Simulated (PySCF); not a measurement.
BiH5 at several levels of theory

Computed with PySCF 2.14.0 (density fitting, no spin-orbit coupling) at the geometry relaxed with PBE:

```xyz
6
BiH5 (singlet)
Bi    0.0000    0.0000    0.0000
H     0.0000    0.0000    1.8875
H     0.0000    0.0000   -1.8875
H     1.8259    0.0000    0.0000
H    -0.9129    1.5813    0.0000
H    -0.9129   -1.5813    0.0000
```

| level | basis | state | HOMO (eV) | gap (eV) | charge on Bi1 (e) | dipole about the centre of mass (D) | largest force component (eV/Å) |
| --- | --- | --- | --- | --- | --- | --- | --- |
| PBE | Bi def2-SVP with ECP60, H def2-SVP | singlet | -5.15 | 2.46 | 0.36 | 0.00 | 0.00 |
| TPSS | the same | singlet | -5.39 | 2.73 | 0.46 | 0.00 | 0.14 |
| HF | the same | singlet | -8.42 | 9.70 | 0.69 | 0.00 | 0.74 |
| BP86 | the same | singlet | -5.28 | 2.45 | 0.38 | 0.00 | 0.02 |
| PBE | Bi def2-TZVP with ECP60, H def2-TZVP | singlet | -5.26 | 2.38 | 0.31 | 0.00 | 0.12 |
| PBE | Bi x2c-SVPall, H x2c-SVPall | singlet | -5.16 | 2.46 | 0.38 | 0.00 | 0.10 |

Charges are Mulliken's, which hang on the basis. The relaxation used the grid (50, 194), these runs (75, 302) or, all-electron (x2c bases, spin-free X2C Hamiltonian), (99, 590).

Q: What does M06-L with Bi def2-SVP with ECP60, H def2-SVP give here?

A: state singlet, HOMO (eV) -5.43, gap (eV) 3.03, charge on Bi1 (e) 0.67, dipole about the centre of mass (D) 0.00, largest force component (eV/Å) 0.13. Time: 3.2 s on 2 threads of Intel(R) Xeon(R) CPU @ 2.60GHz (Ice Lake), on a shared host, from an already converged density.

In the first row's basis the gap widens with exact exchange: 2.4 to 3.0 eV for BP86, PBE, TPSS, M06-L (none); 9.7 eV for Hartree–Fock (rising or full at long range).
